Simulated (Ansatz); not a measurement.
A nudged elastic band was laid between two geometries of H3InN (5 atoms, charge 0, multiplicity 2).

Theory: UKS PBE-D4/def2-SVP (Ansatz).

| Quantity | Value |
| --- | --- |
| movable images | 7 |
| climbing image | yes |
| spring | 5.0 eV/Å² |
| optimiser | quadratic models (default) |
| start path | IDPP |
| force threshold | 0.05 eV/Å |
| iteration limit | 60 |
| end points | relaxed |

Initial state:

```xyz
5
Properties=species:S:1:pos:R:3
N 0.868 -1.164 0.369
In -0.268 0.456 -0.315
H 0.666 -1.412 1.363
H -1.738 0.087 -1.176
H 0.471 2.032 -0.241
```

Final state:

```xyz
5
Properties=species:S:1:pos:R:3
N -0.062 -0.592 1.374
In -0.103 0.355 -0.492
H 0.618 -1.383 1.416
H -1.331 -0.163 -1.616
H 0.879 1.783 -0.681
```

(1) What changes between the two ends?

(2) What energy profile does the band end with?

(3) What is the geometry of the highest image?

(4) What are the harmonic wavenumbers there?

Answers

(1) No bond is made or broken. The dihedral H3–N1–In2–H5 changes from 96 to -96° by way of a nearly straight angle H3–N1–In2 (up to 180°), not by a turn about the bond. The two ends are copies of one structure, up to a mirror image or an exchange of like atoms.

(2) The forces met the threshold. The highest image is number 4 of 0 to 8, 19.9 kJ/mol above the ends, which have the same energy within 2 meV. A vibrational analysis at the climbing image gives one clearly imaginary mode, 413i cm⁻¹: a first-order saddle point.

```json
{"image": "0", "path coordinate (Å)": "0.00", "energy (kJ/mol)": "0.0", "angle H3–N1–In2 (°)": "113"}
{"image": "1", "path coordinate (Å)": "0.18", "energy (kJ/mol)": "2.4", "angle H3–N1–In2 (°)": "126"}
{"image": "2", "path coordinate (Å)": "0.37", "energy (kJ/mol)": "8.9", "angle H3–N1–In2 (°)": "142"}
{"image": "3", "path coordinate (Å)": "0.55", "energy (kJ/mol)": "16.5", "angle H3–N1–In2 (°)": "161"}
{"image": "4", "path coordinate (Å)": "0.74", "energy (kJ/mol)": "19.9", "angle H3–N1–In2 (°)": "180"}
{"image": "5", "path coordinate (Å)": "0.92", "energy (kJ/mol)": "16.5", "angle H3–N1–In2 (°)": "161"}
{"image": "6", "path coordinate (Å)": "1.10", "energy (kJ/mol)": "9.0", "angle H3–N1–In2 (°)": "142"}
{"image": "7", "path coordinate (Å)": "1.29", "energy (kJ/mol)": "2.4", "angle H3–N1–In2 (°)": "126"}
{"image": "8", "path coordinate (Å)": "1.47", "energy (kJ/mol)": "0.0", "angle H3–N1–In2 (°)": "113"}
```

(3) 
```xyz
5
Properties=species:S:1:pos:R:3
N 0.308 -0.800 0.933
In -0.182 0.471 -0.550
H 0.559 -1.446 1.688
H -1.482 -0.115 -1.518
H 0.796 1.889 -0.553
```

(4) 413i, 210, 409, 496, 507, 625, 1772, 1779, 3525 cm⁻¹.

The run took 74 s on 1 CPU thread of a shared host.
